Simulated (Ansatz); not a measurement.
Consider the redistribution: `N[SiH](O)BO` + `[CH3][AlH][S][SiH3]` → `N[SiH](O)S[SiH3]` + `[CH3][AlH][BH]O`.

Calculated with Ansatz (gas phase, PBE0-D4/def2-TZVP geometries, no zero-point term in ΔE). CCSD(T)/CBS adds triple-zeta CCSD(T) − MP2 to the extrapolated MP2 energy (def2 sets, frozen cores). Functionals use def2-TZVPP. B3LYP here is the variant with VWN-RPA as its local correlation; programs differ in this. Each species was taken in one conformer, which may not be the lowest.

Task: Is it downhill or uphill in electronic energy at CCSD(T)/CBS, and by how much? (An estimate is asked.)

Result: Computed: Uphill: ΔE = +68.8 kJ/mol.

Task: What do these levels give: PBE-D4, B3LYP, MP2/def2-TZVPP, CCSD/def2-TZVPP, MP2/def2-QZVPP, HF/CBS(def2)? (Estimate.)

Result: Ansatz gave: PBE-D4 67.7, B3LYP 71.0, MP2/def2-TZVPP 71.3, CCSD/def2-TZVPP 70.2, MP2/def2-QZVPP 70.4, HF/CBS(def2) 70.8 kJ/mol.

Largest T1 diagnostic among the species: 0.013.
